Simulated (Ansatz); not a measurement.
Geometry optimisation, RKS B3LYP-D4/def2-SVPD in Ansatz 0.2.0.

Input file:

```yaml
crystal:
  periodic: [false, false, false]
  atoms:
    - { symbol: Mg, position_ang: [0.453389, -0.052407, -0.267682] }
    - { symbol: O, position_ang: [0.235659, 1.186688, -1.83304] }
    - { symbol: C, position_ang: [0.790987, -1.319715, 1.348472] }
    - { symbol: H, position_ang: [-1.791459, 1.966348, -1.214094] }
    - { symbol: Cl, position_ang: [-2.721307, 1.900867, -0.281089] }
    - { symbol: H, position_ang: [0.468207, 1.00999, -2.748637] }
    - { symbol: H, position_ang: [-0.085605, -1.955741, 1.552619] }
    - { symbol: H, position_ang: [1.649945, -1.98841, 1.176331] }
    - { symbol: H, position_ang: [1.000184, -0.74772, 2.26722] }
basis:
  gaussian: { orbitals: def2-SVPD }
hamiltonian:
  xc: b3lyp
  dispersion: d4
relax:
  f_tol: 0.03
  max_steps: 50
output:
  orbitals: {}
```

Run as:

```bash
$ ansatz run input.yaml --threads 4 --pin off --max-ram 5120MiB --backend cpu --events-out ev --progress --plain --runs-dir out
```

Q: Where does it end, and by what steps?

A: It converged. After 15 steps the energy has fallen by 1.630 eV; H4 moved furthest, 1.29 Å. Parted: H4–Cl5 (1.32 → 2.64 Å). Joined: Mg1–Cl5 (3.73 → 2.29 Å), O2–H4 (2.26 → 0.97 Å).

```csv
step,energy less start (eV),largest force component (eV/Å),accepted
0,0.0000,1.518,yes
1,-0.2642,0.663,yes
2,-0.3786,1.562,yes
3,-0.4583,1.554,yes
4,-0.6003,0.906,yes
5,-0.8971,1.105,yes
6,-1.1864,1.215,yes
7,-1.4354,2.016,yes
8,-1.5447,1.154,yes
9,-1.4667,2.397,no
10,-1.5818,0.509,yes
11,-1.6065,0.300,yes
12,-1.6204,0.219,yes
13,-1.6250,0.353,yes
14,-1.6301,0.042,yes
15,-1.6304,0.015,yes
```

```xyz
9
Properties=species:S:1:pos:R:3
Mg -0.602 0.268 0.271
O -0.067 0.969 -1.623
C 0.629 -1.133 1.212
H -0.750 1.606 -1.891
Cl -2.434 1.638 0.137
H 0.605 0.887 -2.308
H 0.080 -2.050 1.486
H 1.471 -1.445 0.570
H 1.069 -0.741 2.145
```

Time of the run: 59 s on 4 threads of Arm Neoverse N1, with other jobs on the host, peak memory 0.32 GiB.
